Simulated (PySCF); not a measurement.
Na (SMILES [Na]), doublet. Base run: M062X/6-31G* (PySCF).

Geometry (Å):
```xyz
1

Na     0.0000     0.0000     0.0000
```
Charge 0, spin multiplicity 2.
Orbitals are unrestricted.
All else is at PySCF's defaults.
Base energy -162.23447 Eh.

Variants of this job, named by their change:

```tsv
change	ΔE vs base (mEh)	grid points	electrons on the grid
base	0.000	18104	11.00000
small_rho_cutoff = 0	0.000	18104	11.00000
grids.level = 2	0.082	11320	11.00000
grids.atom_grid = (99, 590)	0.002	28352	11.00000
grids.atom_grid = (75, 302)	0.007	13080	11.00000
grids.level = 4	0.001	27384	11.00000
grids.atom_grid = (50, 194)	0.382	6112	11.00000
grids.atom_grid = (150, 974)	0.002	70296	11.00000
grids.level = 7	0.002	80992	11.00000
grids.prune = dft.gen_grid.treutler_prune	0.000	18424	11.00000
grids.level = 0	-67.411	1624	11.00426
```

Open shells are given as the SCF converged; they aren't shown to be the lowest states, and a large step between rows can be another state.
